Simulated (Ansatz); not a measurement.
FGeH₅OSSi, SMILES `O[SiH](F)[S][GeH3]`, relaxed with RKS PBE-D4/def2-SVP in Ansatz from a rough embedded geometry. The force threshold is 0.03 eV/Å; the program also tests the step.

Total charge 0; spin multiplicity 1.

Start:

```xyz
10

O    -0.229    1.396   -1.305
Si   -0.825   -0.129   -1.075
F    -1.521   -0.632   -2.498
S     0.722   -1.497   -0.545
Ge    1.146   -0.438    1.396
H    -1.038    2.030   -1.428
H    -1.857   -0.149   -0.001
H     1.485    1.035    1.140
H     2.272   -1.126    2.092
H    -0.155   -0.490    2.223
```

**Question.** By how much does the energy fall, and how many steps does the optimiser take? (An estimate is asked.)

**Answer.** Computed: 6.65 kcal/mol, in 33 steps, 5 of them rejected.

**Question.** Which bonds change most? (Estimate.)

**Answer.** The calculation gave: O1–H6 from 1.035 to 0.974 Å; Ge5–H9 from 1.492 to 1.549 Å; Si2–F3 from 1.662 to 1.640 Å; O1–Si2 from 1.653 to 1.673 Å.

**Question.** Give the relaxed structure. (Estimate.)

**Answer.** Ansatz gave: 
```xyz
10

O    -1.075    1.169   -0.264
Si   -1.076   -0.306   -1.054
F    -0.283   -0.086   -2.473
S    -0.119   -1.703    0.229
Ge    1.280   -0.254    1.277
H    -1.079    1.953   -0.843
H    -2.436   -0.809   -1.410
H     1.988    0.655    0.245
H     2.302   -1.191    1.968
H     0.499    0.571    2.325
```
